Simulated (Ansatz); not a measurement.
`[F][Ge]([F])([SiH3])[Cl]` + `ClC[TeH]` → `[SiH3][Te]CCl` + `[F][GeH]([F])[Cl]` at 600 K and 1 bar (cleavage of the Si–Ge bond).

Program: Ansatz. Geometries: PBE0-D4/def2-TZVP. ΔE: electronic, gas phase. CBS: MP2 limit from def2 TZ/QZ plus the TZ coupled-cluster correction, frozen cores. Elements past krypton have def2 core potentials. For Ge, Te outer-core shells are correlated without core-valence functions, which leaves a few kJ/mol of doubt a bond. Scalar relativity is left out up to krypton. One conformer a species, not always the lowest.

| species | CCSD(T)/CBS energy (Eh) | H − E (kJ/mol) | S (J/(mol·K)) |
| --- | --- | --- | --- |
| `[F][Ge]([F])([SiH3])[Cl]` | -3026.48035 | 146.0 | 473.5 |
| `ClC[TeH]` | -767.34295 | 130.0 | 368.4 |
| `[SiH3][Te]CCl` | -1057.64579 | 198.6 | 464.3 |
| `[F][GeH]([F])[Cl]` | -2736.19042 | 79.1 | 374.4 |

H − E and S are ideal-gas, rigid-rotor, harmonic terms from PBE0-D4/def2-TZVP, for one conformer and one mirror image of each species. 1 Eh = 2625.50 kJ/mol, R = 8.31446 J/(mol·K).

**Question.** By hand: ΔE, ΔH, ΔS and ΔG.

**Answer.** ΔE = (-1057.64579) + (-2736.19042) − (-3026.48035) − (-767.34295) = -0.01291 Eh = -33.9 kJ/mol. Δ(H − E) = 198.6 + 79.1 − 146.0 − 130.0 = 1.7, so ΔH = -32.2 kJ/mol. ΔS = 464.3 + 374.4 − 473.5 − 368.4 = -3.2 J/(mol·K). ΔG = -32.2 − 600 × (-3.2)/1000 = -30.3 kJ/mol.

**Question.** By hand: the equilibrium constant, and the temperature at which ΔG would vanish if ΔH and ΔS stayed fixed.

**Answer.** log₁₀ K = −ΔG/(RT ln 10) = 2.6. ΔG = 0 at ΔH/ΔS = 10062 K, far beyond where these terms or the molecules hold.

The number of gas molecules stays the same, so ΔS is small and ΔH decides. A doubt of 5 kJ/mol in ΔE shifts log₁₀ K by 0.4 here. Other conformers and mirror images would add mixing entropy, several J/(mol·K) or more a flexible species. Modes under 60 cm⁻¹, often nearly free rotors, make the harmonic entropy too high. These are equilibria of isolated gas molecules and say nothing of rates. Largest T1 diagnostic: 0.012 (customary marks: 0.02 for closed shells, 0.045 for open ones).
